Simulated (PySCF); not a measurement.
A mixed set of molecules. Computed, not measured: PySCF, TDDFT CAM-B3LYP/def2-SVPD, vertical, gas phase, core orbitals frozen in the response. Geometries: PBE0-D3(BJ)/def2-SVP; one conformer of each isolated species. Triplets are in the Tamm–Dancoff approximation. Atoms past krypton carry core potentials; spin–orbit coupling is left out.

Question: Rank by computed lowest singlet excitation energy, highest first.
A. `CC#Cc1ccco1`
B. `C=C[C]1=CC(F)=[CH][Ge@H]1[CH3]`
C. `Br[Te]Br`
D. `CO[C@@H](F)C(F)(F)F`
E. `C(#C)C#CB`
F. `CC#CCC(=O)C(F)(F)F`
G. `FC(F)(F)Cc1ccoc1`
H. `C#CC1=C[C@@]2(C)C=C[C@@H]12`

Answer: D (8.53 eV), G (6.29 eV), A (5.14 eV), H (4.93 eV), F (4.23 eV), B (4.08 eV), E (3.08 eV), C (2.17 eV).

| SMILES | S1 (eV) | first f ≥ 0.01 (nm) | LUMO (eV) | HOMO (eV) | gap (eV) | S1 mainly |
| --- | --- | --- | --- | --- | --- | --- |
| CO[C@@H](F)C(F)(F)F | 8.53 | 145 | 1.09 | -10.66 | 11.76 | H→L (89%) |
| FC(F)(F)Cc1ccoc1 | 6.29 | 197 | 0.99 | -8.27 | 9.26 | H→L (95%) |
| CC#Cc1ccco1 | 5.14 | 241 | 0.49 | -7.36 | 7.85 | H→L (92%) |
| C#CC1=C[C@@]2(C)C=C[C@@H]12 | 4.93 | 251 | -0.05 | -7.97 | 7.91 | H→L (67%) |
| CC#CCC(=O)C(F)(F)F | 4.23 | 208 | -0.62 | -9.05 | 8.43 | H-2→L (48%) |
| C=C[C]1=CC(F)=[CH][Ge@H]1[CH3] | 4.08 | 304 | -0.80 | -7.54 | 6.74 | H→L (95%) |
| BC#CC#C | 3.08 | 291 | -1.80 | -8.73 | 6.93 | H→L (96%) |
| Br[Te]Br | 2.17 | 221 | -2.20 | -7.89 | 5.69 | H→L (99%) |

H and L stand for HOMO and LUMO.

- `CO[C@@H](F)C(F)(F)F`: Löwdin shares by element: HOMO oxygen 58%, carbon 14% or more, hydrogen 13% or more; LUMO carbon 40% or more, hydrogen 22% or more (atoms not listed hold the other 38%).
- `FC(F)(F)Cc1ccoc1`: Löwdin shares by element: HOMO carbon 83% or more (atoms not listed hold the other 17%); LUMO carbon 50% or more, oxygen 19% (atoms not listed hold the other 30%).
- `CC#Cc1ccco1`: Löwdin shares by element: HOMO carbon 65% or more (atoms not listed hold the other 35%); LUMO carbon 56% or more (atoms not listed hold the other 44%).
- `C#CC1=C[C@@]2(C)C=C[C@@H]12`: Löwdin shares by element: HOMO carbon 75% or more (atoms not listed hold the other 25%); LUMO carbon 64% or more (atoms not listed hold the other 36%).
- `CC#CCC(=O)C(F)(F)F`: Löwdin shares by element: HOMO carbon 68% or more, oxygen 11% (atoms not listed hold the other 21%); LUMO carbon 50% or more, oxygen 35% (atoms not listed hold the other 15%).
- `C=C[C]1=CC(F)=[CH][Ge@H]1[CH3]`: Löwdin shares by element: HOMO carbon 67% or more (atoms not listed hold the other 33%); LUMO carbon 61% or more (atoms not listed hold the other 39%).
- `BC#CC#C`: Löwdin shares by element: HOMO carbon 86%; LUMO carbon 46% or more, boron 33% (atoms not listed hold the other 20%).
- `Br[Te]Br`: Löwdin shares by element: HOMO tellurium 65%, bromine 35%; LUMO tellurium 52%, bromine 48%.
